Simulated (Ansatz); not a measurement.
Program: Ansatz. Geometries: PBE0-D4/def2-TZVP. ΔE: electronic, gas phase. CCSD(T)/CBS adds triple-zeta CCSD(T) − MP2 to the extrapolated MP2 energy (def2 sets, frozen cores). This one scheme is used for every species. DFT in def2-TZVPP. For Ge outer-core shells are correlated without core-valence functions, which leaves a few kJ/mol of doubt a bond. Scalar relativity is left out up to krypton. One conformer a species, not always the lowest.

Consider the cleavage of the Si–Ge bond: `Cl[Si](Cl)(Cl)[GeH2][Si](Cl)(Cl)Cl` + H–F → `F[Si](Cl)(Cl)Cl` + `Cl[Si](Cl)(Cl)[GeH3]`.

Task: Is it downhill or uphill in electronic energy at CCSD(T)/CBS, and by how much? (An estimate is asked.)

Result: Computed: Downhill: ΔE = -112.7 kJ/mol.

Task: What do these levels give: r2SCAN-D4, r2SCANh-D4, r2SCAN0-D4, BHLYP-D4, B2PLYP, BLYP, LC-ωPBE, RPA@PBE/def2-TZVPP, MP2/def2-SVP, SCS-MP2/def2-TZVPP, CCSD/def2-TZVPP, CCSD(T)/def2-TZVPP? (Best estimate.)

Result: The calculation gave: r2SCAN-D4 -121.2, r2SCANh-D4 -120.6, r2SCAN0-D4 -120.2, BHLYP-D4 -119.0, B2PLYP -129.1, BLYP -133.0, LC-ωPBE -128.1, RPA@PBE/def2-TZVPP -117.9, MP2/def2-SVP -116.2, SCS-MP2/def2-TZVPP -122.4, CCSD/def2-TZVPP -124.1, CCSD(T)/def2-TZVPP -117.4 kJ/mol.

Largest T1 diagnostic among the species: 0.011.

Leaving LDA and LC-ωPBE aside and taking each functional with its dispersion term where it has one, the values, not all of them listed here, spread over 41.0 kJ/mol, from B97M-V to revPBE-D4. The D4 term adds +24.2 kJ/mol with B3LYP and +14.8 kJ/mol with PBE0; it sums over pairs of atoms, weighted by their polarisabilities, and B3LYP, whose exchange is more repulsive, gets the larger term.

B3LYP here is the variant with VWN-RPA as its local correlation; programs differ in this.
